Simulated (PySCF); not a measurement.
Isomers C9H12Si:

A. `c1ccc(C2C[SiH2]C2)cc1`
B. `C=C=C(C#C[SiH2]C)CC=C`
C. SMILES C=C=C(C#C[SiH2]C)C1CC1
D. `C=C(C)C#CC1=C[SiH2][C@@H]1C`

Spectrum 1. ¹H NMR (300 MHz, computed): δ 6.39 (m, 1H), 5.78 (m, 1H), 5.75 (m, 1H), 4.87 (m, 1H), 4.54 (m, 1H), 2.42 (m, 1H), 2.08 (s, 3H), 1.40 (d, 3H). ¹³C{¹H} NMR (computed): δ 159.5 (C), 146.2 (CH), 134.9 (C), 132.0 (CH2), 105.6 (C), 94.7 (C), 35.9 (CH), 26.9 (CH3), 19.3 (CH3).

Spectrum 2. ¹H NMR (300 MHz, computed): δ 5.33 (s, 2H), 4.59 (q, 2H), 1.10 (m, 1H), 0.88 (m, 2H), 0.37 (m, 2H), 0.30 (t, 3H). ¹³C{¹H} NMR (computed): δ 228.7 (C), 110.0 (C), 101.6 (C), 101.4 (C), 85.5 (CH2), 13.3 (CH2), 13.2 (CH), -4.6 (CH3).

Spectrum 3. ¹H NMR (300 MHz, computed): δ 7.65 (m, 2H), 7.64 (m, 2H), 7.48 (m, 1H), 5.08 (m, 1H), 4.90 (m, 1H), 3.52 (m, 1H), 2.22 (m, 2H), 1.51 (m, 2H). ¹³C{¹H} NMR (computed): δ 160.2 (C), 134.1 (CH), 131.6 (CH), 131.1 (CH), 42.8 (CH), 21.1 (CH2).

Spectrum 4. ¹H NMR (300 MHz, computed): δ 6.56 (m, 1H), 5.38 (m, 1H), 5.32 (m, 1H), 5.21 (s, 2H), 4.59 (q, 2H), 2.86 (m, 2H), 0.30 (t, 3H). ¹³C{¹H} NMR (computed): δ 230.6 (C), 145.7 (CH), 122.0 (CH2), 109.3 (C), 101.7 (C), 94.4 (C), 80.4 (CH2), 46.3 (CH2), -4.8 (CH3).

Gas phase, non-relativistic, one computed conformer, averaged over atoms made equivalent by symmetry, fast rotation or ring inversion. GIAO PBE0/pcSseg-1 shieldings; geometry: GFN2-xTB; PySCF 2.14.

Referencing at the same level of theory: ¹H (31.72 ppm), ¹³C (186.93 ppm) vs TMS. Where no couplings were computed, multiplicities follow the n + 1 count of equivalent neighbours, and m marks all less simple cases (inequivalent or close neighbours, rings, F or P nearby). Shifts are as computed. Against solution values, carbons near 30 ppm lie about +3 ppm off and those near 130 ppm about +5 ppm. Of 1309 compounds with measured shifts, 239 miss one by over three times the rms of a fit or turn the order of signals round; such compounds aren't used in these exercises.

Task: Match each spectrum to its structure.

Result: 1–D, 2–C, 3–A, 4–B.

- Spectrum 1 (D): 9 ¹³C signals; δC 159.5 is a fully substituted alkene carbon; δC 146.2 is an alkene CH.
- Spectrum 2 (C): 8 ¹³C signals; δC 228.7 is a central carbon of an allene; δC 101.6 is an alkyne carbon.
- Spectrum 3 (A): 6 ¹³C signals; δC 134.1 is an aromatic CH; δC 131.6 is an aromatic CH.
- Spectrum 4 (B): 9 ¹³C signals; δC 230.6 is a central carbon of an allene; δC 145.7 is an alkene CH.
